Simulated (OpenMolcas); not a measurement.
Computed levels of 3d⁵ in ions with 23 electrons, in cm-1 above ⁶S_5/2.

```json
{"Program": "OpenMolcas 26.06", "Method": "CASSCF", "Basis": "ANO-RCC-VTZP", "Scalar Hamiltonian": "DKH2, point nucleus", "Spin-orbit coupling": "RASSI with atomic mean-field integrals over the reference wave functions, term energies averaged over their components"}
```

Active space for each ion: 5 electrons in 5 orbitals (3d).

```tsv
Level	Mn2+	Fe3+	Ni5+	Cu6+
⁴G_5/2	32369	37355	46999	51386
⁴G_7/2	32382	37381	47070	51498
⁴G_11/2	32386	37388	47089	51528
⁴G_9/2	32390	37396	47112	51565
⁴P_5/2	37294	43013	53987	58873
⁴P_3/2	37332	43087	54183	59172
⁴P_1/2	37377	43174	54420	59534
⁴D_7/2	40323	46507	58455	63916
⁴D_1/2	40366	46590	58684	64275
```

Q: Estimate ⁴G_5/2, ⁴G_7/2 for Co4+ from its neighbours Fe3+ and Ni5+.

A: ⁴G_5/2 is another term, which grows about linearly with the charge: (37355 + 46999) / 2 = 42177. The calculation gives 42648, so the estimate is off by -1.1 %.
⁴G_7/2 is another term, which grows about linearly with the charge: (37381 + 47070) / 2 = 42226. The calculation gives 42696, so the estimate is off by -1.1 %.

Without dynamic correlation excited terms often stand tens of per cent too high (terms of higher spin than the ground term too low), and those without a measured partner can miss by more than the paired ones. Terms from blocks run as CI alone lack orbitals of their own. Only configurations of the active space appear.
